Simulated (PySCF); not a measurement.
## Spinor energies of Ti(5+) (titanium, charge +5)

Start: [Ne] 3s2 3p5; 3p1/2 filled at m_j = +1/2; 3p3/2 filled at m_j = -3/2, -1/2, +1/2, +3/2. Calculated with PySCF 2.14 in an uncontracted even-tempered set (21 s from 0.2 bohr⁻², ratio 2.4; 14 p from 0.26 bohr⁻², ratio 2.4; 5 d from 2.5 bohr⁻², ratio 2.6; 5 f from 3.7 bohr⁻², ratio 2.6): generalised Hartree-Fock with the X2C-1e Hamiltonian and a Gaussian nucleus; one run each with spin-orbit coupling (SO) screened by Boettger's factors, then bare. This is a chosen level, not necessarily the ground level.

```csv
spinor shell,electrons,"ε, screened SO (eV)","ε, bare SO (eV)",weight of nominal j (bare SO),"rms radius, bare SO (bohr)"
1s1/2,2,-5099.9,-5099.9,1.000,0.0804
2s1/2,2,-671.12,-671.12,1.000,0.350
2p1/2,2,-570.09,-570.50,0.997,0.318
2p3/2,4,-565.09,-564.91,0.998,0.320
3s1/2,2,-150.61,-150.62,0.999,1.02
3p1/2,1,-122.52,-122.57,0.979,1.07
3p3/2,4,-120.05,-120.03,0.988,1.08
```

```
   quantity  screened SO     bare SO
E (hartree)   -845.92271  -845.92233
        M_J          1/2         1/2
       ⟨J²⟩        0.846       0.830
       ⟨L²⟩        2.008       2.009
       ⟨S²⟩        0.753       0.753
```

Each row is a mean over spinors that exchange with the open shell spreads, by up to 3.510 eV (3s1/2).

⟨J²⟩ departs a little from M_J(M_J + 1) because the unrestricted spinors polarise the closed shells.
